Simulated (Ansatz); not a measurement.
Reaction (isomerisation): `CC1=NB1` → `BC#CN`

Gas-phase electronic energies from Ansatz, PBE0-D4/def2-TZVP geometries. CCSD(T)/CBS adds triple-zeta CCSD(T) − MP2 to the extrapolated MP2 energy (def2 sets, frozen cores). DFT in def2-TZVPP. B3LYP here is the variant with VWN-RPA as its local correlation; programs differ in this. HSE06 is defined as in plane-wave codes. One conformer a species, not always the lowest.

| level | ΔE (kJ/mol) | difference from CCSD(T)/CBS |
| --- | --- | --- |
| LDA (SPW92) | 65.3 | -16.9 |
| PBE-D4 | 68.0 | -14.2 |
| revPBE-D4 | 71.6 | -10.6 |
| r2SCAN-D4 | 71.9 | -10.3 |
| B97M-V | 80.8 | -1.4 |
| PBE0-D4 | 81.0 | -1.2 |
| B3LYP-D4 | 62.7 | -19.5 |
| r2SCANh-D4 | 76.1 | -6.1 |
| HSE06-D4 | 80.2 | -2.0 |
| BHLYP-D4 | 74.9 | -7.3 |
| CAM-B3LYP-D4 | 74.4 | -7.8 |
| ωB97X-V | 94.5 | 12.3 |
| B2PLYP | 69.6 | -12.6 |
| PBE-QIDH | 88.8 | 6.6 |
| PBE | 67.0 | -15.2 |
| revPBE | 67.3 | -14.9 |
| BLYP | 49.2 | -33.0 |
| r2SCAN | 71.8 | -10.4 |
| PBE0 | 80.2 | -2.0 |
| B3LYP | 61.0 | -21.2 |
| r2SCANh | 76.0 | -6.2 |
| r2SCAN0 | 82.0 | -0.2 |
| HSE06 | 79.5 | -2.7 |
| BHLYP | 73.9 | -8.3 |
| CAM-B3LYP | 73.7 | -8.5 |
| LC-ωPBE | 99.8 | 17.6 |
| HF/def2-SVP | 87.2 | 5.0 |
| MP2/def2-SVP | 101.3 | 19.1 |
| CCSD/def2-SVP | 98.1 | 15.9 |
| CCSD(T)/def2-SVP | 98.2 | 16.0 |
| MP2/def2-TZVPP | 85.5 | 3.3 |
| SCS-MP2/def2-TZVPP | 85.1 | 2.9 |
| CCSD/def2-TZVPP | 85.1 | 2.9 |
| CCSD(T)/def2-TZVPP | 84.1 | 1.9 |
| HF/def2-QZVPP | 83.0 | 0.8 |
| MP2/def2-QZVPP | 84.8 | 2.6 |
| SCS-MP2/def2-QZVPP | 84.4 | 2.2 |
| HF/CBS(def2) | 83.1 | 0.9 |
| MP2/CBS(def2) | 83.6 | 1.4 |
| CCSD/CBS(def2) | 83.2 | 1.0 |
| CCSD(T)/CBS | 82.2 | 0 |

Problem. What do rigid-rotor, harmonic-oscillator terms from PBE0-D4/def2-TZVP frequencies (298.15 K, 1 bar) make of the CCSD(T)/CBS value? (An estimate is asked.)

Solution. The calculation gave: ΔZPE = -6.3 kJ/mol, ΔH = +78.1 kJ/mol, ΔS = 3 J/(mol·K), ΔG = +77.3 kJ/mol.

Largest T1 diagnostic among the species: 0.015.

At CCSD(T), def2-SVP lies +16.0 kJ/mol from the extrapolated value and def2-TZVPP +1.9 kJ/mol. From r2SCAN to r2SCAN0 (25 % exact exchange), in def2-TZVPP and without D4, ΔE moves by +10.2 kJ/mol. Leaving LDA and LC-ωPBE aside and taking each functional with its dispersion term where it has one, the values, not all of them listed here, spread over 42.8 kJ/mol, from BLYP-D4 to ωB97X-V.
